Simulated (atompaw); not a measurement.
# Logarithmic derivatives: La, PAW (atompaw)

```json
{
  "Element": "La (Z = 57)",
  "Generator": "atompaw 4.2.0.5",
  "Type": "PAW",
  "Functional": "LDA (PW92)",
  "Relativity": "scalar-relativistic",
  "Frozen core": "[Xe]",
  "Valence charge": "3",
  "Reference configuration": "4f0 5d1 6s0 6p0 (charge +2)",
  "Partial waves": "6s (bound, empty): rc 3.00 bohr; 6s channel at 1.65 Ry: rc 3.00 bohr; 6p (bound, empty): rc 3.00 bohr; 6p channel at -0.2 Ry: rc 3.00 bohr; 5d (bound): rc 3.00 bohr; 5d channel at 3.35 Ry: rc 3.00 bohr; 4f (bound, empty): rc 1.10 bohr; 4f channel at 1.35 Ry: rc 1.10 bohr",
  "Local potential": "ultrasoft scheme with l = 4 at 0 Ry, radius 2.45 bohr",
  "Core correction": "smooth core density matched at 2.40 bohr",
  "Augmentation charge": "besselshape compensation charge, radius 2.65 bohr; PAW radius 3.00 bohr; waves and projectors: custom polynom2 7 10 vanderbiltortho"
}
```

The phase is arctan(r·u′/u) with u = r·R(r), unwrapped; energies in Ry, scanned from -3 to 5 Ry. A pole is an energy at which the radial function vanishes at the test radius. The pseudo phase is shifted by a multiple of π to meet the all-electron one at the reference energy, and phase errors are pseudo minus all-electron; the curves can meet again beyond the range given. Levels narrower than the energy grid can be missing from the lists of poles.

Question: For each channel, where are the poles, and over which energies does the pseudopotential scatter like the atom?

Answer:

| channel | radius (bohr) | reference energy (Ry) | poles, all-electron | poles, pseudo | unbroken range about the reference energy with phases within 0.05 rad | phase error 1 Ry above the reference energy (rad) |
| --- | --- | --- | --- | --- | --- | --- |
| s | 3.00 | -1.01 | 1.99 | 1.98, 3.87 | below 3.0 | -0.006 |
| p | 3.00 | -0.73 | -2.34, 3.20 | -2.29, 2.92 | -2.4 to 3.4 | +0.000 |
| d | 3.00 | -1.09 | -0.29 | -0.25 | below 1.5 | +0.012 |
| f | 3.00 | -1.27 | -1.21, 2.31 | -1.21, 2.31 | below 4.2 | -0.001 |

Note: ghost states, extra bound levels that the all-electron valence spectrum of the same l lacks: s at -50.4 eV, p at -34.2 eV. A true bound ghost makes a file unfit for plane-wave use.

Phases in the d channel:

| E (Ry) | all-electron | pseudo |
| --- | --- | --- |
| -3.00 | 1.308 | 1.318 |
| -2.76 | 1.285 | 1.295 |
| -2.52 | 1.254 | 1.264 |
| -2.28 | 1.209 | 1.221 |
| -2.04 | 1.141 | 1.155 |
| -1.80 | 1.022 | 1.037 |
| -1.56 | 0.760 | 0.778 |
| -1.32 | 0.044 | 0.056 |
| -1.08 | -0.909 | -0.909 |
| -0.84 | -1.298 | -1.295 |
| -0.60 | -1.461 | -1.454 |
| -0.36 | -1.551 | -1.542 |
| -0.12 | -1.613 | -1.601 |
| 0.12 | -1.662 | -1.648 |
| 0.36 | -1.706 | -1.689 |
| 0.60 | -1.750 | -1.730 |
| 0.84 | -1.800 | -1.776 |
| 1.08 | -1.863 | -1.833 |
| 1.32 | -1.949 | -1.910 |
| 1.56 | -2.084 | -2.028 |
| 1.80 | -2.328 | -2.241 |
| 2.04 | -2.814 | -2.680 |
| 2.28 | -3.527 | -3.424 |
| 2.52 | -4.018 | -3.985 |
| 2.76 | -4.263 | -4.254 |
| 3.00 | -4.396 | -4.394 |
| 3.24 | -4.478 | -4.478 |
| 3.48 | -4.534 | -4.534 |
| 3.72 | -4.575 | -4.574 |
| 3.96 | -4.606 | -4.605 |
| 4.20 | -4.632 | -4.630 |
| 4.44 | -4.653 | -4.650 |
| 4.68 | -4.672 | -4.668 |
| 4.92 | -4.688 | -4.684 |
